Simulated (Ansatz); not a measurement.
# Nudged elastic band run: BH6NOS

Input:

```yaml
crystal:
  periodic: [false, false, false]
  atoms:
    - { symbol: B, position_ang: [0.15568, -0.65642, 0.379627] }
    - { symbol: "N", position_ang: [-0.047769, -0.379438, 1.745264] }
    - { symbol: H, position_ang: [-0.820968, -0.762437, 2.264048] }
    - { symbol: H, position_ang: [0.676854, 0.026231, 2.32094] }
    - { symbol: O, position_ang: [1.301041, -0.186905, -0.206383] }
    - { symbol: H, position_ang: [1.312485, -0.372239, -1.150921] }
    - { symbol: H, position_ang: [-0.68286, -1.257109, -0.23903] }
    - { symbol: S, position_ang: [-0.317255, 3.003233, 0.378794] }
    - { symbol: H, position_ang: [-1.430139, 3.498356, 0.950562] }
    - { symbol: H, position_ang: [-0.43477, 1.809027, 0.998001] }
basis:
  gaussian: { orbitals: "6-31G*" }
hamiltonian:
  xc: pbe0
  dispersion: d4
neb:
  order_check: false
  images: 9
  f_tol: 0.03
  max_iterations: 60
  final_atoms:
    - { symbol: B, position_ang: [-0.07083538, 0.37702894, 0.25410623] }
    - { symbol: "N", position_ang: [-0.13168152, 0.01827435, 1.85460854] }
    - { symbol: H, position_ang: [-0.2187011, -0.98939961, 1.98919071] }
    - { symbol: H, position_ang: [0.7425455, 0.32353094, 2.2843241] }
    - { symbol: O, position_ang: [1.11047305, -0.33035869, -0.11896828] }
    - { symbol: H, position_ang: [1.33822582, -0.11658332, -1.02981746] }
    - { symbol: H, position_ang: [-1.14863841, 0.03111432, -0.19575379] }
    - { symbol: S, position_ang: [0.13919771, 2.29756273, 0.15641258] }
    - { symbol: H, position_ang: [-1.14668875, 2.61913116, -0.07514401] }
    - { symbol: H, position_ang: [-0.90159792, 0.49199818, 2.32194339] }
  initial_path:
    images:
      - { positions_ang: [[0.15568, -0.65642, 0.379627], [-0.047769, -0.379438, 1.745264], [-0.820968, -0.762437, 2.264048], [0.676854, 0.026231, 2.32094], [1.301041, -0.186905, -0.206383], [1.312485, -0.372239, -1.150921], [-0.68286, -1.257109, -0.23903], [-0.317255, 3.003233, 0.378794], [-1.430139, 3.498356, 0.950562], [-0.43477, 1.809027, 0.998001]] }
      - { positions_ang: [[0.12625083, -0.52460896, 0.30344409], [-0.03981674, -0.30430198, 1.77593713], [-0.83445409, -0.66607609, 2.29524957], [0.71411409, 0.0748948, 2.34418346], [1.28797563, -0.14746564, -0.30422799], [1.35818715, -0.48574625, -1.09094753], [-0.74963536, -1.00565167, -0.31227368], [-0.30987215, 2.81442544, 0.44178471], [-1.46023941, 3.29425604, 0.83789404], [-0.38021096, 1.67257331, 1.14985819]] }
      - { positions_ang: [[0.09682166, -0.39279792, 0.22726117], [-0.03186448, -0.22916595, 1.80661026], [-0.84794018, -0.56971518, 2.32645115], [0.75137418, 0.1235586, 2.36742691], [1.27491027, -0.10802627, -0.40207298], [1.4038893, -0.5992535, -1.03097405], [-0.81641072, -0.75419434, -0.38551736], [-0.3024893, 2.62561788, 0.50477543], [-1.49033982, 3.09015607, 0.72522608], [-0.32565192, 1.53611962, 1.30171539]] }
      - { positions_ang: [[0.06739249, -0.26098688, 0.15107826], [-0.02391221, -0.15402993, 1.8372834], [-0.86142626, -0.47335427, 2.35765272], [0.78863427, 0.17222241, 2.39067037], [1.2618449, -0.06858691, -0.49991797], [1.44959146, -0.71276076, -0.97100058], [-0.88318608, -0.50273701, -0.45876104], [-0.29510645, 2.43681032, 0.56776614], [-1.52044023, 2.88605611, 0.61255812], [-0.27109288, 1.39966592, 1.45357258]] }
      - { positions_ang: [[0.03796332, -0.12917584, 0.07489534], [-0.01595995, -0.07889391, 1.86795653], [-0.87491235, -0.37699337, 2.38885429], [0.82589437, 0.22088621, 2.41391382], [1.24877954, -0.02914755, -0.59776296], [1.49529361, -0.82626801, -0.91102711], [-0.94996145, -0.25127968, -0.53200472], [-0.28772361, 2.24800276, 0.63075686], [-1.55054064, 2.68195615, 0.49989017], [-0.21653384, 1.26321223, 1.60542978]] }
      - { positions_ang: [[0.00853415, 0.0026352, -0.00128757], [-0.00800769, -0.00375789, 1.89862966], [-0.88839844, -0.28063246, 2.42005586], [0.86315446, 0.26955001, 2.43715728], [1.23571417, 0.01029182, -0.69560794], [1.54099576, -0.93977526, -0.85105364], [-1.01673681, 0.00017765, -0.6052484], [-0.28034076, 2.0591952, 0.69374757], [-1.58064105, 2.47785618, 0.38722221], [-0.1619748, 1.12675854, 1.75728697]] }
      - { positions_ang: [[-0.00733976, 0.07751395, 0.04979119], [-0.03274245, 0.00064856, 1.88982544], [-0.75445897, -0.42238589, 2.33388283], [0.83903266, 0.2803462, 2.40659064], [1.21066595, -0.05783829, -0.58028001], [1.50044177, -0.77513687, -0.8868064], [-1.04311713, 0.00636498, -0.52334948], [-0.19643306, 2.10686871, 0.58628057], [-1.49385059, 2.50611118, 0.29474896], [-0.30989942, 0.99980647, 1.87021826]] }
      - { positions_ang: [[-0.02321366, 0.1523927, 0.10086995], [-0.05747722, 0.00505501, 1.88102121], [-0.6205195, -0.56413932, 2.2477098], [0.81491087, 0.29114238, 2.37602401], [1.18561772, -0.12596839, -0.46495208], [1.45988779, -0.61049849, -0.92255917], [-1.06949745, 0.01255232, -0.44145056], [-0.11252537, 2.15454221, 0.47881357], [-1.40706013, 2.53436617, 0.20227572], [-0.45782405, 0.8728544, 1.98314954]] }
      - { positions_ang: [[-0.03908757, 0.22727145, 0.15194871], [-0.08221199, 0.00946146, 1.87221699], [-0.48658004, -0.70589275, 2.16153677], [0.79078908, 0.30193857, 2.34545737], [1.1605695, -0.19409849, -0.34962415], [1.4193338, -0.4458601, -0.95831193], [-1.09587777, 0.01873965, -0.35955164], [-0.02861768, 2.20221572, 0.37134657], [-1.32026967, 2.56262117, 0.10980248], [-0.60574867, 0.74590233, 2.09608083]] }
      - { positions_ang: [[-0.05496147, 0.30215019, 0.20302747], [-0.10694675, 0.01386791, 1.86341277], [-0.35264057, -0.84764618, 2.07536374], [0.76666729, 0.31273475, 2.31489074], [1.13552127, -0.26222859, -0.23429621], [1.37877981, -0.28122171, -0.9940647], [-1.12225809, 0.02492698, -0.27765272], [0.05529001, 2.24988923, 0.26387957], [-1.23347921, 2.59087616, 0.01732923], [-0.75367329, 0.61895026, 2.20901211]] }
      - { positions_ang: [[-0.07083538, 0.37702894, 0.25410623], [-0.13168152, 0.01827435, 1.85460854], [-0.2187011, -0.98939961, 1.98919071], [0.7425455, 0.32353094, 2.2843241], [1.11047305, -0.33035869, -0.11896828], [1.33822582, -0.11658332, -1.02981746], [-1.14863841, 0.03111432, -0.19575379], [0.13919771, 2.29756273, 0.15641258], [-1.14668875, 2.61913116, -0.07514401], [-0.90159792, 0.49199818, 2.32194339]] }
```

Command:

```bash
$ ansatz run input.yaml --threads 1 --pin off --max-ram 2048MiB --backend cpu --events-out ev --progress --plain --runs-dir out
```

Output, in part (warnings, iteration lines, the closing report on the highest movable image, with atoms numbered from 0):

```
NEB end point (image 0): max|allowed force component| = 2.395e-2 eV/Å (the criterion of neb.relax_end_points is 1.000e-2)
NEB end point (image 10): max|allowed force component| = 9.927e-3 eV/Å (the criterion of neb.relax_end_points is 1.000e-2)
NEB iter   1: max|band force component| = 3.030e1 eV/Å  barrier→ = 4.9453 eV  barrier← = 5.0870 eV  Δτ_max = 0.2000 Å  (276 SCF iters)
NEB iter   2: max|band force component| = 3.023e0 eV/Å  barrier→ = 2.2931 eV  barrier← = 2.4349 eV  Δτ_max = 0.2000 Å  (264 SCF iters)
NEB iter   3: max|band force component| = 2.156e0 eV/Å  barrier→ = 1.3704 eV  barrier← = 1.5122 eV  Δτ_max = 0.2000 Å  (258 SCF iters)
NEB iter   4: max|band force component| = 1.525e0 eV/Å  barrier→ = 1.0232 eV  barrier← = 1.1650 eV  Δτ_max = 0.1989 Å  (259 SCF iters)
NEB iter   5: max|band force component| = 1.026e0 eV/Å  barrier→ = 1.0412 eV  barrier← = 1.1829 eV  Δτ_max = 0.1962 Å  (252 SCF iters)
NEB iter   6: max|band force component| = 1.077e0 eV/Å  barrier→ = 1.0401 eV  barrier← = 1.1818 eV  Δτ_max = 0.1008 Å  (245 SCF iters)
NEB iter   7: max|band force component| = 2.353e0 eV/Å  barrier→ = 0.9467 eV  barrier← = 1.0885 eV  Δτ_max = 0.0501 Å  (255 SCF iters)
NEB iter   8: max|band force component| = 5.614e-1 eV/Å  barrier→ = 0.9092 eV  barrier← = 1.0509 eV  CI = image 5  Δτ_max = 0.1005 Å  (249 SCF iters)
NEB iter   9: max|band force component| = 5.090e-1 eV/Å  barrier→ = 0.9073 eV  barrier← = 1.0491 eV  CI = image 5  Δτ_max = 0.1866 Å  (255 SCF iters)
NEB iter  10: max|band force component| = 3.074e-1 eV/Å  barrier→ = 0.9311 eV  barrier← = 1.0728 eV  CI = image 5  Δτ_max = 0.1553 Å  (253 SCF iters)
NEB iter  11: max|band force component| = 4.316e-1 eV/Å  barrier→ = 0.9264 eV  barrier← = 1.0681 eV  CI = image 5  Δτ_max = 0.0658 Å  (246 SCF iters)
NEB iter  12: max|band force component| = 2.734e-1 eV/Å  barrier→ = 0.9239 eV  barrier← = 1.0656 eV  CI = image 5  Δτ_max = 0.0776 Å  (250 SCF iters)
NEB iter  13: max|band force component| = 1.530e0 eV/Å  barrier→ = 0.9232 eV  barrier← = 1.0649 eV  CI = image 5  Δτ_max = 0.0389 Å  (239 SCF iters)
NEB iter  14: max|band force component| = 1.985e-1 eV/Å  barrier→ = 0.9230 eV  barrier← = 1.0647 eV  CI = image 5  Δτ_max = 0.0395 Å  (223 SCF iters)
NEB iter  15: max|band force component| = 7.054e-2 eV/Å  barrier→ = 0.9227 eV  barrier← = 1.0645 eV  CI = image 5  Δτ_max = 0.0175 Å  (224 SCF iters)
NEB iter  16: max|band force component| = 3.773e-2 eV/Å  barrier→ = 0.9227 eV  barrier← = 1.0644 eV  CI = image 5  Δτ_max = 0.0125 Å  (205 SCF iters)
NEB iter  17: max|band force component| = 1.784e-2 eV/Å  barrier→ = 0.9227 eV  barrier← = 1.0644 eV  CI = image 5  Δτ_max = 0.0000 Å  (429 SCF iters)
Total energy: -15138.39479703 eV, -556.3257476184 hartree
Atom 0 at     0.046310    -0.094955     0.299141 Å, force    -0.003309    -0.002505     0.001477 eV/Å
Atom 1 at    -0.019085     0.077703     1.810724 Å, force     0.002584     0.001507     0.004507 eV/Å
Atom 2 at    -0.809082    -0.341673     2.291138 Å, force    -0.000340     0.000187    -0.002092 eV/Å
Atom 3 at     0.853942    -0.122596     2.293865 Å, force    -0.000232    -0.000138    -0.001009 eV/Å
Atom 4 at     1.305753    -0.334126    -0.152138 Å, force    -0.001383     0.002472    -0.002890 eV/Å
Atom 5 at     1.335719    -0.369167    -1.114973 Å, force     0.002669    -0.000663     0.000694 eV/Å
Atom 6 at    -0.964304    -0.347797    -0.287143 Å, force    -0.000328     0.000807    -0.001228 eV/Å
Atom 7 at    -0.263639     2.487738     0.371154 Å, force     0.001462    -0.002133    -0.000496 eV/Å
Atom 8 at    -1.611380     2.455426     0.336886 Å, force     0.000495    -0.000917     0.000888 eV/Å
Atom 9 at    -0.161935     1.311746     1.592250 Å, force    -0.001618     0.001383     0.000149 eV/Å
Dipole moment:    -0.126643    -0.924549     0.370635 e Å
```

The run converged. A vibrational analysis at the climbing image gives one clearly imaginary mode, 1141i cm⁻¹: a first-order saddle point. The orbitals stay closed-shell, which can raise the energy where a bond breaks towards radicals; this wasn't checked here.

Final band (atoms are numbered from 1 in the order of the input):

| image | path coordinate (Å) | energy (kcal/mol) | S8–H10 (Å) | B1–S8 (Å) | N2–H10 (Å) |
| --- | --- | --- | --- | --- | --- |
| 0 | 0.00 | 0.0 | 1.35 | 3.69 | 2.34 |
| 1 | 0.66 | 0.0 | 1.35 | 3.86 | 2.26 |
| 2 | 1.33 | 0.1 | 1.35 | 3.86 | 2.26 |
| 3 | 1.99 | 0.3 | 1.35 | 3.65 | 2.28 |
| 4 | 2.65 | 3.6 | 1.37 | 3.10 | 1.94 |
| 5 | 3.32 | 21.3 | 1.70 | 2.60 | 1.26 |
| 6 | 3.85 | 7.8 | 2.08 | 2.15 | 1.05 |
| 7 | 4.39 | -1.0 | 2.56 | 1.95 | 1.02 |
| 8 | 4.93 | -2.1 | 2.73 | 1.94 | 1.02 |
| 9 | 5.47 | -2.8 | 2.85 | 1.94 | 1.02 |
| 10 | 6.01 | -3.3 | 3.01 | 1.93 | 1.02 |

Time of the run: 8.1 min on 1 thread of Arm Neoverse V1, with other jobs on the host, peak memory 0.17 GiB.
